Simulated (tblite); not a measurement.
Compound: C6H7NOSi.
Bonds: C1–Si2, Si2–C3, C3–C4 (aromatic), C4–C5 (aromatic), C5–C6 (aromatic), C6–C7, C7–N8 (triple), C6–O9 (aromatic), C3–O9 (aromatic). Hydrogens: H10, H11, H12 on C1; H13, H14 on Si2; H15 on C4; H16 on C5.

Computed with GFN2-xTB (tblite), gas phase: L-BFGS steps from a force-field or distance-geometry start until the largest atomic force falls under 0.01 eV/Å.

Step 10: E = -682.2995 eV
```
atom  x, y, z in Å  |  force x, y, z in eV/Å
C1     -2.4961    1.0350   -0.0519   -0.022   0.016   0.000
Si2    -1.6126   -0.3231    0.9257   -0.036  -0.024   0.097
C3      0.1024   -0.4987    0.1731    0.019  -0.056  -0.047
C4      0.8114   -1.5629   -0.3321   -0.029  -0.004  -0.004
C5      2.0457   -1.0664   -0.7808    0.010  -0.018  -0.004
C6      2.0093    0.2859   -0.5203    0.084   0.069   0.010
C7      2.9796    1.2668   -0.7584    0.075   0.116  -0.024
N8      3.7799    2.0658   -0.9577   -0.033  -0.071   0.002
O9      0.8347    0.6230    0.0547    0.023  -0.076  -0.003
H10    -2.5641    0.7794   -1.1045   -0.021  -0.018  -0.070
H11    -1.9639    1.9778    0.0195    0.040   0.064   0.015
H12    -3.5041    1.1973    0.3137   -0.045   0.002   0.024
H13    -1.4756    0.0336    2.3441    0.012   0.003  -0.047
H14    -2.2846   -1.6177    0.7890    0.021  -0.022  -0.015
H15     0.4746   -2.5769   -0.3814   -0.018  -0.046   0.028
H16     2.8555   -1.6100   -1.2308   -0.080   0.065   0.037
```

Step 11: E = -682.3008 eV
```
atom  x, y, z in Å  |  force x, y, z in eV/Å
C1     -2.4982    1.0379   -0.0533   -0.007   0.001   0.006
Si2    -1.6156   -0.3218    0.9261    0.008  -0.030   0.048
C3      0.1013   -0.5010    0.1748    0.001  -0.032  -0.042
C4      0.8098   -1.5646   -0.3313    0.011  -0.034  -0.014
C5      2.0447   -1.0668   -0.7788    0.007   0.024  -0.015
C6      2.0091    0.2864   -0.5191    0.050   0.030   0.025
C7      2.9785    1.2689   -0.7576    0.031   0.038  -0.014
N8      3.7820    2.0634   -0.9595   -0.004  -0.027  -0.005
O9      0.8339    0.6206    0.0573    0.015  -0.047  -0.004
H10    -2.5663    0.7811   -1.1067   -0.018  -0.006  -0.037
H11    -1.9643    1.9807    0.0189    0.021   0.034   0.009
H12    -3.5063    1.2000    0.3130   -0.034   0.005   0.016
H13    -1.4701    0.0326    2.3429   -0.003   0.013  -0.027
H14    -2.2772   -1.6217    0.7878    0.002  -0.010  -0.011
H15     0.4761   -2.5810   -0.3807   -0.011   0.004   0.029
H16     2.8550   -1.6058   -1.2321   -0.071   0.038   0.036
```

**Question.** Estimate the geometry and energy of step 12. (The exact step hangs on the optimiser's Hessian estimate; all steps are aligned on step 11, rigid shifts and turns removed.)

**Answer.** E = -682.3013 eV, largest force 0.048 eV/Å
```
atom  x, y, z in Å  |  force x, y, z in eV/Å
C1     -2.4991    1.0389   -0.0538    0.000  -0.005   0.007
Si2    -1.6166   -0.3219    0.9272    0.021  -0.018  -0.005
C3      0.1008   -0.5022    0.1746    0.005  -0.030  -0.037
C4      0.8093   -1.5661   -0.3315    0.031   0.006  -0.012
C5      2.0444   -1.0664   -0.7783   -0.020   0.033  -0.004
C6      2.0101    0.2870   -0.5183    0.011  -0.002   0.030
C7      2.9785    1.2704   -0.7576    0.002  -0.008  -0.003
N8      3.7834    2.0628   -0.9603    0.023   0.008  -0.012
O9      0.8341    0.6189    0.0580    0.001  -0.015   0.003
H10    -2.5673    0.7814   -1.1080   -0.014   0.005  -0.002
H11    -1.9640    1.9823    0.0190    0.001   0.003   0.004
H12    -3.5077    1.2008    0.3132   -0.012   0.006   0.005
H13    -1.4684    0.0326    2.3422   -0.005   0.018  -0.004
H14    -2.2749   -1.6232    0.7872   -0.004  -0.008  -0.008
H15     0.4762   -2.5825   -0.3798   -0.009   0.001   0.023
H16     2.8536   -1.6038   -1.2319   -0.030   0.006   0.014
```

The energy changes by -0.0005 eV. The first-order estimate −F·Δx gives -0.0008 eV and the mean of the old and new forces, exact on a quadratic surface, -0.0005 eV. The step makes an angle of 50° with the force vector and moves no atom by more than 0.003 Å.

What follows is the cost of the whole relaxation. Time: 0.54 s. Hardware: Arm Neoverse N1, one thread, shared host with 64 logical CPUs at a one-minute load of 54.
